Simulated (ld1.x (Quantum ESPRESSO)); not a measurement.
An all-electron radial function and its pseudo partner (Ar)

Columns: radius, all-electron u(r) and pseudo u(r) of the 3p shell (level -10.23 eV) of argon in the configuration [Ne] 3s2 3p6; revPBE, scalar-relativistic, TM scheme, ld1.x (Quantum ESPRESSO) 7.5.

```tsv
r (bohr)	all-electron	pseudo
0.072	0.1490	-0.0063
0.145	0.3221	-0.0255
0.217	0.3861	-0.0565
0.290	0.3497	-0.0995
0.362	0.2476	-0.1520
0.435	0.1087	-0.2142
0.507	-0.0403	-0.2825
0.580	-0.1885	-0.3567
0.652	-0.3232	-0.4322
0.725	-0.4434	-0.5083
0.798	-0.5459	-0.5808
0.870	-0.6293	-0.6459
0.942	-0.6955	-0.7021
1.015	-0.7462	-0.7482
1.088	-0.7822	-0.7826
1.160	-0.8049	-0.8049
1.232	-0.8169	-0.8169
1.305	-0.8197	-0.8197
1.378	-0.8149	-0.8149
1.450	-0.8040	-0.8040
1.522	-0.7883	-0.7883
1.595	-0.7685	-0.7685
1.668	-0.7458	-0.7458
1.740	-0.7212	-0.7212
1.812	-0.6952	-0.6952
1.885	-0.6679	-0.6679
```

Q: How many radial nodes do the two functions have?

A: The all-electron 3p function has n − l − 1 = 1; the pseudo-wave has 0, since the states of the same l below it are removed with the core.

Q: At about which radius was the pseudo-wave matched?

A: 1.35 bohr. The columns agree to 0.0005 from 1.09 bohr on; several derivatives are matched, so the curves merge somewhat inside the radius.

Q: Where does each function peak?

A: Outermost all-electron maximum near 1.30 bohr, pseudo maximum near 1.30 bohr (to the table’s step).

Q: Is the pseudo-wave norm-conserving?

A: Yes: the TM scheme keeps the norm inside the radius equal to the all-electron one, which fixes the energy derivative of the logarithmic derivative at the level.
